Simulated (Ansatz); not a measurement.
Reaction (ligand exchange at the Si–S bond): `F[Si](S)(Cl)Cl` + NH₃ → `N[Si](F)(Cl)Cl` + H₂S

Program: Ansatz. Geometries: PBE0-D4/def2-TZVP. ΔE: electronic, gas phase. CCSD(T)/CBS is the MP2 limit (def2-TZVPP, def2-QZVPP) plus CCSD(T) − MP2 in def2-TZVPP, frozen cores. This one scheme is used for every species. DFT in def2-TZVPP. Each species was taken in one conformer, which may not be the lowest.

CCSD(T)/CBS gives -0.14 eV.

Problem. Another level gave -0.32 eV. Which?
A. HF/def2-TZVPP
B. BHLYP/def2-TZVPP
C. revPBE/def2-TZVPP
D. LDA (SPW92)/def2-TZVPP

Solution. A. HF/def2-TZVPP -0.32, LDA (SPW92) -0.14, BHLYP -0.25, revPBE -0.03 eV.

Largest T1 diagnostic among the species: 0.010.

From PBE to PBE0 (25 % exact exchange), in def2-TZVPP and without D4, ΔE moves by −0.05 eV. The D4 term adds +0.03 eV with B3LYP and +0.02 eV with PBE0; it sums over pairs of atoms, weighted by their polarisabilities, and B3LYP, whose exchange is more repulsive, gets the larger term. At CCSD(T), def2-SVP lies −0.07 eV from the extrapolated value and def2-TZVPP −0.03 eV.

B3LYP here is the variant with VWN-RPA as its local correlation; programs differ in this.
